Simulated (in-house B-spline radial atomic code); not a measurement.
Ionisation energies along the 50-electron series, configuration 1s2 2s2 2p6 3s2 3p6 3d10 4s2 4p6 4d10 4f5/2(2) 5s2, as differences of self-consistent energies. Dirac energy differences include first-order Breit, QED and recoil terms. NIST's values go from ground level to ground level; the uncertainty of those that are theory runs from under 0.1 % in few-electron ions to several per cent in heavy many-electron ones. Computed with an all-electron radial atomic-structure program (B-spline basis): Dirac-Hartree-Fock, jj configuration that fills j = l - 1/2 first, finite nuclei.

Some pairs differ by more than the removed electron.

A number in brackets counts the electrons of a j subshell.

| ion | configuration after | ionisation energy (eV) | IE/(q+1)² (eV) | -ε less Coulomb ΔSCF (eV) | Breit and QED recoil part (eV) | tabulated value (eV) | tabulated kind | computed minus tabulated (eV) |
| --- | --- | --- | --- | --- | --- | --- | --- | --- |
| Pr9+ | [Kr] 4d10 5s2 5p1/2(1) | 134.32 | 1.3432 | - | 0.31925 | 148 | tabulated theory | -13.68 |
| Nd10+ | [Kr] 4d10 4f5/2(1) 5s2 | ? | ? | ? | ? | ? | tabulated theory | ? |
| Pm11+ | [Kr] 4d10 4f5/2(1) 5s2 | ? | ? | ? | ? | ? | tabulated theory | ? |
| Sm12+ | [Kr] 4d10 4f5/2(1) 5s2 | 226.61 | 1.3409 | 2.0324 | 0.10599 | 237 | tabulated theory | -10.39 |
| Eu13+ | [Kr] 4d10 4f5/2(2) 5s1 | 256.51 | 1.3087 | 0.26976 | -0.26446 | 263 | tabulated theory | -6.49 |
| Gd14+ | [Kr] 4d10 4f5/2(3) | 278.35 | 1.2371 | - | -0.68101 | 288 | tabulated theory | -9.65 |

Fill in the row of Nd10+.

ionisation energy (eV): 163.70; IE/(q+1)² (eV): 1.3529; -ε less Coulomb ΔSCF (eV): 1.878; Breit and QED recoil part (eV): 0.095605; tabulated value (eV): 168; computed minus tabulated (eV): -4.30.

Fill in the row of Pm11+.

ionisation energy (eV): 194.17; IE/(q+1)² (eV): 1.3484; -ε less Coulomb ΔSCF (eV): 1.9605; Breit and QED recoil part (eV): 0.10141; tabulated value (eV): 202; computed minus tabulated (eV): -7.83.
